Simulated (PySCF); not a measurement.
Correlation energy of Nd²⁺ (neodymium, charge +2)

[Xe] 4f4, one real determinant. Computed with PySCF 2.14 in x2c-TZVPPall, with scalar relativity by spin-free X2C-1e. Frozen: [Kr] 4d10; 12 electrons correlated.

```csv
level,correlation energy (mhartree)
CCSD,-329.56
(T),-13.68
CCSD(T),-343.24
```

Diagnostics: T1 = 0.011, D1 = 0.0262, largest double amplitude 0.118.

Question: Is a single reference adequate?

Answer: Mostly. T1 lies below 0.03, but a double amplitude of this size points to a near-degeneracy that CCSD handles and MP2 describes poorly.

The reference is one real determinant that mixes LS terms of this configuration.
